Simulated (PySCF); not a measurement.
One of the candidates below gave these computed data.

All candidates are C6H11NO.

- Dipole: 3.81 D [PBE0/pcSseg-1]
- 13C NMR: chemical shifts (computed TMS as zero) by class: 166.4 (1 C), 128.7 (1 C), 112.5 (1 C), 24.4 (1 C), 23.5 (1 C), 17.3 (1 C) ppm [GIAO PBE0/pcSseg-1]
- NMR, other nuclei: isotropic shieldings of nuclei other than C and H, by class: 113 (1 N), -107 (1 O) ppm [GIAO PBE0/pcSseg-1]
- Rotational structure: rotational constants A, B, C: 4.399, 0.948, 0.833 GHz [GFN2-xTB]
- 1H NMR: chemical shifts (computed TMS as zero) by class: 7.10 (1 H), 6.34 (1 H), 5.01 (1 H), 1.96 (3 H), 1.94 (2 H), 1.01 (3 H) ppm [GIAO PBE0/pcSseg-1]

Electronic properties: PySCF, gas phase, density fitting. Levels stand in brackets. The structure is a single GFN2-xTB conformer in the gas phase; no vibrational or solvent corrections. Each NMR value is the plain mean over a class of atoms that symmetry, rotation or inversion makes alike.

Task: Which candidate is it?
A. `CO[C@H]1C=NCCC1`
B. `CC(=O)/C=C/N(C)C`
C. `CC/C=C\NC(C)=O`

Result: C. It is `CC/C=C\NC(C)=O`. Numbering: `[CH3:1][CH2:2]/[CH:3]=[CH:4]\[NH:5][C:6]([CH3:7])=[O:8]`. Its formula, C6H11NO, gives 2 degrees of unsaturation: 0 rings and 2 π bonds in the structure found. 6 carbons fall into 6 classes; from least to most shielded: amide carbonyl carbon [C6] (166.4 ppm), vinylic carbon bearing nitrogen [C4] (128.7 ppm), alkene CH carbon [C3] (112.5 ppm), methyl carbon next to a carbonyl [C7] (24.4 ppm), allylic carbon [C2] (23.5 ppm), methyl carbon [C1] (17.3 ppm). Hydrogen classes from least to most shielded: 1 H on a vinylic carbon bearing nitrogen, C4 (7.10 ppm), 1 H on an amide nitrogen, N5 (6.34 ppm), 1 H on an alkene CH carbon, C3 (5.01 ppm), 3 H on a methyl carbon next to a carbonyl, C7 (1.96 ppm), 2 H on an allylic carbon, C2 (1.94 ppm), 3 H on a methyl carbon, C1 (1.01 ppm). The other shieldings belong to: 113 ppm, amide nitrogen [N5]; -107 ppm, amide oxygen [O8]. The optimised geometry has point group C1 and is an asymmetric top.

The others, at the same levels:
- `CO[C@H]1C=NCCC1` fails: its computed 13C shifts are 168.3 (1 C), 79.2 (1 C), 58.5 (1 C), 53.2 (1 C), 27.0 (1 C), 24.0 (1 C) ppm, 1H shifts are 7.84 (1 H), 4.16 (1 H), 3.73 (1 H), 3.57 (3 H), 3.52 (1 H), 2.24 (1 H), 1.61 (1 H), 1.52 (1 H), 1.19 (1 H) ppm and smallest rotational constant is 1.154 GHz (against 0.833 GHz).
- `CC(=O)/C=C/N(C)C` fails: it has 5 carbon classes against 6; its computed 13C shifts are 194.9 (1 C), 154.7 (1 C), 98.0 (1 C), 41.7 (2 C), 32.3 (1 C) ppm, 1H shifts are 7.56 (1 H), 4.89 (1 H), 2.92 (6 H), 2.01 (3 H) ppm and rotational constant A is 4.813 GHz (against 4.399 GHz).

Each candidate is one conformer, not necessarily the lowest. Dipoles, sizes and rotational constants follow the conformer. The torsions of the flexible species, by atom-mapped SMILES:
- `[CH3:1][CH2:2]/[CH:3]=[CH:4]\[NH:5][C:6]([CH3:7])=[O:8]`: C1–C2–C3–C4 -94°, C3–C4–N5–C6 -179°, C4–N5–C6–C7 180°
- `[CH3:1][C:2](=[O:3])/[CH:4]=[CH:5]/[N:6]([CH3:7])[CH3:8]`: C1–C2–C4–C5 180°, C4–C5–N6–C7 3°

The conformers of `CO[C@H]1C=NCCC1` aren't listed.
